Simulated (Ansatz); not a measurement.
Cost and result for the atomization energy of CH₇GeNO (`N[CH](O)[GeH3]`) (11 atoms, 10 bonds).

Z-matrix (Å, degrees):
```
C
O 1 1.418
Ge 1 1.993 2 110.2
N 1 1.435 2 106.1 3 118.6
H 1 1.105 2 108.4 3 -118.9
H 2 0.961 1 108.2 3 80.5
H 3 1.534 1 109.7 2 56.7
H 3 1.541 1 108.0 2 -63.0
H 3 1.544 1 111.0 2 178.2
H 4 1.011 1 112.0 2 -171.2
H 4 1.014 1 111.0 2 67.1
```

The species carries charge 0 and has multiplicity 1. Correlated methods include outer-core shells of Ge, which these sets cover unevenly. Scalar relativity is left out up to krypton. The geometry is a stationary point of PBE0-D4/def2-TZVP. It is one conformer, not always the lowest. Program: Ansatz. All runs use 4 threads of an Arm Neoverse V1 on a shared host. Times are those of one run each, without the atoms' runs, and a repeat can differ threefold. Electronic energies, without spin–orbit coupling; frozen cores. CCSD(T)/CBS adds CCSD(T) − MP2 in def2-TZVPP to the MP2 limit, and its time is that of the two runs behind it. T1 = 0.011. With those shells the extrapolation isn't a true limit. B3LYP takes the VWN-RPA correlation (the form of Gaussian; ORCA's B3LYP/G).

CCSD(T)/CBS is a level of theory with its own doubt, some kJ/mol a heavy atom from the limit and from the frozen cores, so smaller differences don't rank the functionals.

```json
{"level": "PBE-D4/def2-TZVPP (with forces)", "functions": "239", "wall time": "2.4 s"}
{"level": "PBE0-D4/def2-TZVPP", "functions": "239", "wall time": "2.9 s"}
{"level": "B3LYP-D4/def2-TZVPP (with forces)", "functions": "239", "wall time": "4.5 s"}
{"level": "r2SCAN-D4/def2-TZVPP (with forces)", "functions": "239", "wall time": "4.9 s"}
{"level": "B2PLYP/def2-TZVPP", "functions": "239", "wall time": "5 s"}
{"level": "ωB97X-V/def2-TZVPP", "functions": "239", "wall time": "7.5 s"}
{"level": "ωB97M-V/def2-TZVPP (with forces)", "functions": "239", "wall time": "11 s"}
{"level": "MP2/def2-QZVPP", "functions": "470", "wall time": "24 s"}
{"level": "CCSD(T)/def2-TZVPP", "functions": "239", "wall time": "3.1 min"}
{"level": "CCSD(T)/CBS(def2)", "functions": "–", "wall time": "3.5 min"}
```

Q: What atomization energy does each give, and how far from CCSD(T)/CBS? (Best estimate.)

A: Computed: 
```tsv
level	atomization (kJ/mol)	difference from CCSD(T)/CBS	per bond
PBE-D4/def2-TZVPP (with forces)	3646.6	47.8	4.8
PBE0-D4/def2-TZVPP	3569.5	-29.3	-2.9
B3LYP-D4/def2-TZVPP (with forces)	3582.8	-16.0	-1.6
r2SCAN-D4/def2-TZVPP (with forces)	3579.2	-19.6	-2.0
B2PLYP/def2-TZVPP	3540.1	-58.7	-5.9
ωB97X-V/def2-TZVPP	3604.2	5.4	0.5
ωB97M-V/def2-TZVPP (with forces)	3587.6	-11.2	-1.1
MP2/def2-QZVPP	3582.9	-15.9	-1.6
CCSD(T)/def2-TZVPP	3501.1	-97.7	-9.8
CCSD(T)/CBS(def2)	3598.8	0.0	0.0
```

In def2-TZVPP, CCSD(T) changes the Hartree–Fock value by +1058.2 kJ/mol (the triples alone add +54.8 kJ/mol) and MP2 by +1082.6 kJ/mol; breaking electron pairs costs correlation energy, which Hartree–Fock lacks. The D4 term adds +30.4 kJ/mol with B3LYP and +15.8 kJ/mol with PBE0; it sums over pairs of atoms, weighted by their polarisabilities, and B3LYP, whose exchange is more repulsive, gets the larger term. From PBE to PBE0 (25 % exact exchange), in def2-TZVPP and without D4, the atomization energy moves by −74.1 kJ/mol: exact exchange takes away binding that semilocal exchange gives to molecules.
